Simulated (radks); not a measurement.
Effect of the nuclear size on neutral palladium, [Kr] 4d10. Calculated with a radial shooting solver on a logarithmic mesh with Libxc functionals: Dirac Kohn-Sham, LDA (Slater exchange, Perdew-Wang correlation), spin-unpolarised, spherical densities, finite nucleus; Fermi nuclear charge, rms radius 4.5318 fm. The rms radius is varied about that value; shifts are against it.

rms radius (fm)  total energy shift (eV)  density at nucleus (e/bohr^3)  1s1/2 shift (meV)  2s1/2 shift (meV)  4s1/2 shift (meV)  5s1/2 (empty) shift (meV)
3.707                             -0.830                      1.357e+05               -350              -38.8              -1.37                     -0.093
4.3324                            -0.214                       1.33e+05              -90.2             -10.00             -0.354                     -0.024
4.5318                                 0                      1.322e+05              0.000              0.000              0.000                      0.000
4.8898                             0.405                      1.309e+05                171               18.9              0.670                      0.045
5.2252                             0.808                      1.298e+05                341               37.8               1.34                      0.090

Slopes of the eigenvalues against <r^2> in GHz/fm^2, as finite differences over the two radii next to the reference (eigenvalue slopes, not the field-shift constants of lines): 1s1/2 12300, 2s1/2 1360, 4s1/2 48.2, 5s1/2 (empty) 3.25.
